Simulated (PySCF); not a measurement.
The vertical singlet excitations below were computed for one of the candidates. The calculation used PySCF, TDDFT PBE0/def2-SVPD, vertical, gas phase, core orbitals frozen in the response. Geometries: GFN2-xTB, one conformer each.

```tsv
state	E (eV)	λ (nm)	f
S1	5.50	225.6	0.0095
S2	5.59	221.6	0.448
S3	6.15	201.5	0.0009
S4	6.72	184.4	0.0016
S5	7.01	176.9	0.0083
S6	7.12	174.2	0.0015
```

Triplets computed (Tamm–Dancoff): 3.43, 5.12 eV.

Orbital energies (eV): HOMO-3 -9.33, HOMO-2 -9.24, HOMO-1 -7.90, HOMO -6.79, LUMO -0.67, LUMO+1 0.76, LUMO+2 1.03.

Question: Which structure fits? All have the formula C8H12.
A. `C#CCC1CCCC1`
B. `C(/C#C)=C\CCCC`
C. `C=CC(=C)C=C(C)C`

Answer: B. Its S1 lies at 5.50 eV; the nearest of the others has S1 at 4.91 eV. S1 is HOMO-1→LUMO (95%). Löwdin shares by element: HOMO carbon 85% or more (atoms not listed hold the other 15%); LUMO carbon 80% or more (atoms not listed hold the other 20%). At the same level the other candidates give, for their lowest levels:
- `C=CC(=C)C=C(C)C`: 4.91 eV (f 0.093); 5.62 eV (f 0.260); 5.87 eV (f 0.164); 6.22 eV (f 0.006); 6.67 eV (f 0.002); T1 3.07 eV; HOMO -6.47, LUMO -0.86 eV
- `C#CCC1CCCC1`: 6.68 eV (f 0.000); 6.94 eV (f 0.005); 7.00 eV (f 0.001); 7.46 eV (f 0.013); 7.52 eV (f 0.045); T1 5.45 eV; HOMO -7.69, LUMO 0.64 eV

Shape of the structure used: `[CH:1]#[C:2]/[CH:3]=[CH:4]/[CH2:5][CH2:6][CH2:7][CH3:8]`: C3–C4–C5–C6 118°, C4–C5–C6–C7 179°, C5–C6–C7–C8 180°.
